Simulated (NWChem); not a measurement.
Molecule: CHAuOS; SMILES [O+]#[C-]->[Au][SH]

```xyz
5

Au     0.0056    -0.0269     0.0000
S      0.0485     2.2656     0.0000
H     -1.3101     2.4041     0.0000
O     -0.0010    -3.1019     0.0000
C      0.0162    -1.9517     0.0000
```
Atoms are numbered in this order, from 1.

Program: NWChem. Coordinates come from a PBE-D3(BJ)/def2-SVP optimisation. def2 effective core potentials on Au; no spin-orbit coupling. Level r2SCAN/def2-SVP: energy and gradient on several grids; changes count from the extra-fine grid, which is no exact limit either.

Question: Which is the coarsest grid (medium; xfine; coarse; fine; xcoarse) from which on the energy stays within 100 μHa and each gradient component within 200 μHa/bohr of xfine?

Answer: fine.
```
grid     size of the energy change (μHa)  largest change of a gradient component (μHa/bohr)
-------  -------------------------------  -------------------------------------------------
xcoarse                            10000                                               8000
coarse                               800                                               1000
medium                               300                                                200
fine                                  20                                                 70
xfine                               < 10                                               < 30
```
